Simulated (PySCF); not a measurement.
Species: C4H12Si2.
Bonds: Si1–Si2, Si2–C3, C3–C4, C4–C5, C5–C6, C3–C6. Hydrogens: H7, H8, H9 on Si1; H10, H11 on Si2; H12 on C3; H13, H14 on C4; H15, H16 on C5; H17, H18 on C6.

The same species was optimised twice, with GFN2-xTB and with PBE0-D3(BJ)/def2-SVP (PySCF), and the same property calculations (PySCF, gas phase) were run on both structures.

```csv
coordinate,GFN2-xTB,PBE0-D3(BJ)/def2-SVP,change
Si1–Si2 (Å),2.310,2.347,+0.037
Si2–C3 (Å),1.903,1.886,-0.017
C3–C6 (Å),1.540,1.554,+0.014
C3–C4 (Å),1.540,1.554,+0.014
C5–C6 (Å),1.533,1.543,+0.010
C4–C5 (Å),1.534,1.543,+0.009
Si2–C3–C6 (°),115.1,116.2,+1.1
Si2–C3–C4 (°),114.2,115.3,+1.1
C4–C5–C6 (°),89.6,90.4,+0.8
C3–C4–C5 (°),89.3,90.0,+0.7
C3–C6–C5 (°),89.3,89.9,+0.6
C4–C3–C6 (°),89.1,89.6,+0.5
Si1–Si2–C3 (°),110.3,110.4,+0.1
Si1–Si2–C3–C4 (°),-63,-67,-4
```

Rotational constants: A = 4903, B = 1155, C = 1032 MHz (GFN2-xTB) against A = 5005, B = 1103, C = 982.7 MHz (PBE0-D3(BJ)/def2-SVP). Point groups within 0.08 Å: C1 and C1. Atoms that the bonding makes alike are paired by their places after alignment.

On the GFN2-xTB structure: lowest singlet, TDDFT (eV) 6.88 [CAM-B3LYP/def2-SVPD]; isotropic polarisability (au) 101.2 [CAM-B3LYP/def2-SVPD]; HOMO (eV) -9.10 [CAM-B3LYP/def2-SVPD]; LUMO (eV) 0.84 [CAM-B3LYP/def2-SVPD]; dipole (D) 0.85 [CAM-B3LYP/def2-SVPD]; HOMO (eV) -7.84 [PBE0/pcSseg-1]; LUMO (eV) -0.13 [PBE0/pcSseg-1]; dipole (D) 0.89 [PBE0/pcSseg-1]; GIAO shielding of Si1 (ppm) 472.4 [PBE0/pcSseg-1]; GIAO shielding of Si2 (ppm) 418.5 [PBE0/pcSseg-1]; GIAO shielding of C3 (ppm) 170.8 [PBE0/pcSseg-1]; GIAO shielding of C4/C6 (mean) (ppm) 161.4 [PBE0/pcSseg-1]; GIAO shielding of C5 (ppm) 167.5 [PBE0/pcSseg-1].

What do these properties become on the PBE0-D3(BJ)/def2-SVP structure?

| property | level | on GFN2-xTB | on PBE0-D3(BJ)/def2-SVP | change |
| --- | --- | --- | --- | --- |
| lowest singlet, TDDFT (eV) | CAM-B3LYP/def2-SVPD | 6.88 | 7.06 | +0.18 |
| isotropic polarisability (au) | CAM-B3LYP/def2-SVPD | 101.2 | 104.4 | +3.2 |
| HOMO (eV) | CAM-B3LYP/def2-SVPD | -9.10 | -8.96 | +0.14 |
| LUMO (eV) | CAM-B3LYP/def2-SVPD | 0.84 | 1.14 | +0.30 |
| dipole (D) | CAM-B3LYP/def2-SVPD | 0.85 | 1.07 | +0.22 |
| energy, GFN2-xTB geometry as zero (kcal/mol) | CAM-B3LYP/def2-SVPD | 0.0 | -2.6 | -2.6 |
| HOMO (eV) | PBE0/pcSseg-1 | -7.84 | -7.73 | +0.11 |
| LUMO (eV) | PBE0/pcSseg-1 | -0.13 | 0.31 | +0.44 |
| dipole (D) | PBE0/pcSseg-1 | 0.89 | 1.11 | +0.22 |
| energy, GFN2-xTB geometry as zero (kcal/mol) | PBE0/pcSseg-1 | 0.0 | -2.6 | -2.6 |
| GIAO shielding of Si1 (ppm) | PBE0/pcSseg-1 | 472.4 | 463.6 | -8.8 |
| GIAO shielding of Si2 (ppm) | PBE0/pcSseg-1 | 418.5 | 410.9 | -7.6 |
| GIAO shielding of C3 (ppm) | PBE0/pcSseg-1 | 170.8 | 170.6 | -0.2 |
| GIAO shielding of C4/C6 (mean) (ppm) | PBE0/pcSseg-1 | 161.4 | 159.0 | -2.4 |
| GIAO shielding of C5 (ppm) | PBE0/pcSseg-1 | 167.5 | 164.8 | -2.7 |

The heavy atoms differ by 0.125 Å rms after alignment. Among the bonds compared Si1–Si2 changes most (+0.037 Å). Changes are differences of the printed values. Neither structure is proved a minimum here.

The values belong to the conformer `[SiH3:1][SiH2:2][CH:3]1[CH2:4][CH2:5][CH2:6]1`: Si1–Si2–C3–C4 -67°.
